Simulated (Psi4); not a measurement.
CH3S, charge -1, singlet, geometry from GFN2-xTB (a gas-phase anion, which may not be bound at this level); MP4/def2-SV(P) in Psi4.

Psi4 was given this input:
```
memory 2 GB

molecule {
-1 1
C    -0.03158867    1.10849493    0.00618882
S     0.01982142   -0.69556393   -0.00388339
H    -1.06837494    1.46368151   -0.03291479
H     0.43481506    1.50121040    0.91770101
H     0.50594923    1.51316136   -0.85978488
}

set {
  basis def2-sv(p)
}

energy('mp4')
print_variables()
```

What does Psi4 print? Leave out banner, timings and long lists.


```
   => Loading Basis Set <=

    Name: DEF2-SV(P)
    Role: ORBITAL
    Keyword: BASIS

         ---------------------------------------------------------
                                   SCF
               by Justin Turney, Rob Parrish, Andy Simmonett
                          and Daniel G. A. Smith
                              RHF Reference
         ---------------------------------------------------------

  ==> Geometry <==

    Molecular point group: c1
    Full point group: C1

    Geometry (in Angstrom), charge = -1, multiplicity = 1:

       Center              X                  Y                   Z               Mass
    ------------   -----------------  -----------------  -----------------  -----------------
         C           -0.034271022128     1.202622703505     0.006714342249    12.000000000000
         S            0.017139067872    -0.601436156495    -0.003357867751    31.972071174400
         H           -1.071057292128     1.557809283505    -0.032389267751     1.007825032230
         H            0.432132707872     1.595338173505     0.918226532249     1.007825032230
         H            0.503266877872     1.607289133505    -0.859259357751     1.007825032230

  Running in c1 symmetry.

  Rotational constants: A =      5.28548  B =      0.44177  C =      0.44177 [cm^-1]
  Rotational constants: A = 158454.70491  B =  13243.93637  C =  13243.93637 [MHz]
  Nuclear repulsion =   48.229832520955867

  Charge       = -1
  Multiplicity = 1
  Electrons    = 26
  Nalpha       = 13
  Nbeta        = 13

  ==> Algorithm <==

  SCF Algorithm Type is PK.
  DIIS enabled.
  MOM disabled.
  Fractional occupation disabled.
  Guess Type is SAD.
  Energy threshold   = 1.00e-08
  Density threshold  = 1.00e-08
  Integral threshold = 1.00e-12

  ==> Primary Basis <==

  Basis Set: DEF2-SV(P)
    Blend: DEF2-SV(P)
    Number of shells: 20
    Number of basis functions: 38
    Number of Cartesian functions: 40
    Spherical Harmonics?: true
    Max angular momentum: 2

  ==> Integral Setup <==

  Using in-core PK algorithm.
   Calculation information:
      Number of atoms:                   5
      Number of AO shells:              20
      Number of primitives:             42
      Number of atomic orbitals:        40
      Number of basis functions:        38

      Integral cutoff                 1.00e-12
      Number of threads:                 1

  Performing in-core PK
  Using 549822 doubles for integral storage.
[...]
  @RHF Final Energy:  -436.95327622772436
    Total Energy =                       -436.9532762277243592
[...]
        v(ab,ci) diagrams will be evaluated in   1 blocks over ov2.
        v(ab,ci) diagrams will be evaluated in   1 blocks over ov.

  Allocate cpu memory (     3.99 mb).....done.
  Initialize cpu memory..................done.

  ==> MP4(SDQ) <==

        OS MP2 correlation energy:            -0.199961058529
        SS MP2 correlation energy:            -0.064095986448
        MP2 correlation energy:               -0.264057044977
      * MP2 total energy:                   -437.217333272701

        OS MP2.5 correlation energy:          -0.212080005778
        SS MP2.5 correlation energy:          -0.063301835697
        MP2.5 correlation energy:             -0.275381841475
      * MP2.5 total energy:                 -437.228658069199

        OS MP3 correlation energy:            -0.224198953027
        SS MP3 correlation energy:            -0.062507684946
        MP3 correlation energy:               -0.286706637973
      * MP3 total energy:                   -437.239982865698

        OS MP4(SDQ) correlation energy:       -0.229942249100
        SS MP4(SDQ) correlation energy:       -0.058715945906
        MP4(SDQ) correlation energy:          -0.291293164208
      * MP4(SDQ) total energy:              -437.244569391933

        ==> Resort (ov|vv) integrals for low-memory (T) computation <==

        *******************************************************
        *                                                     *
        *                       MP4(T)                        *
        *                                                     *
        *******************************************************

        Using low-memory algorithm.

        num_threads:                      1
        memory requirements:        2.12 mb

        Number of abc combinations: 2925

        Computing (T) correction...

        % complete  total time
              10.0
              20.0
              30.0
              40.0
              50.0
              60.0
              70.0
              80.0
              90.0

        MP4(T) correlation energy:              -0.006399296840

        MP4(SDTQ) correlation energy:           -0.297692461048
      * MP4(SDTQ) total energy:               -437.250968688772

  Variable Map:
  ----------------------------------------------------------------------------
[...]
  Array Variable Map:
  ----------------------------------------------------------------------------
[...]
[...]
```
